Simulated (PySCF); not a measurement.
How methods differ on the ionisation energy of Ta⁺

Ta⁺ [Xe] 4f14 5d3 6s1 (5F) → Ta²⁺ [Xe] 4f14 5d3 (4F), as a difference of total energies. Computed with PySCF 2.14 in x2c-TZVPPall with one added diffuse shell each of s, p, d, f type (12s8p8d4f1g, 113 functions), with the spin-free X2C one-electron Hamiltonian (Gaussian nucleus). The calculations carry no spin-orbit coupling.

```
method  ionisation energy (eV)
   UHF                  14.239
  BP86                  15.726
 wB97X                  14.647
 B97-3                  15.070
```

The reference lies between the lowest fine-structure levels, while these numbers refer to the centres of the terms.

For comparison: 16.2 ± 0.5 eV (semi-empirical (NIST evaluation); NIST Atomic Spectra Database, ionization energies).
